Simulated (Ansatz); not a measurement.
`S[CH2][GeH2][Cl]` and `F[CH2][GeH2][Cl]` differ in one atom or group.

Ansatz, PBE0-D4/def2-TZVP geometries, multiplicity 1. Each molecule was computed in one conformer, which needn't be the lowest.

Scalar relativity is left out up to krypton.

| property | `S[CH2][GeH2][Cl]` |
| --- | --- |
| HOMO–LUMO gap (PBE0/def2-TZVPP) / eV | 6.76 |
| HOMO–LUMO gap (ωB97M-V/def2-TZVPP) / eV | 10.84 |
| HOMO energy (PBE0/def2-TZVPP) / eV | -6.94 |
| HOMO–LUMO gap (PBE/def2-TZVPP) / eV | 4.62 |
| LUMO energy (PBE/def2-TZVPP) / eV | -1.10 |
| HOMO energy (PBE/def2-TZVPP) / eV | -5.72 |

**Question.** Give the same properties after the change, and the shifts. (An estimate is asked.)

**Answer.** The calculation gave: 
```tsv
property	`F[CH2][GeH2][Cl]`	shift
HOMO–LUMO gap (PBE0/def2-TZVPP) / eV	8.33	1.57
HOMO–LUMO gap (ωB97M-V/def2-TZVPP) / eV	12.47	1.63
HOMO energy (PBE0/def2-TZVPP) / eV	-8.47	-1.53
HOMO–LUMO gap (PBE/def2-TZVPP) / eV	6.00	1.38
LUMO energy (PBE/def2-TZVPP) / eV	-1.08	0.02
HOMO energy (PBE/def2-TZVPP) / eV	-7.07	-1.35
```
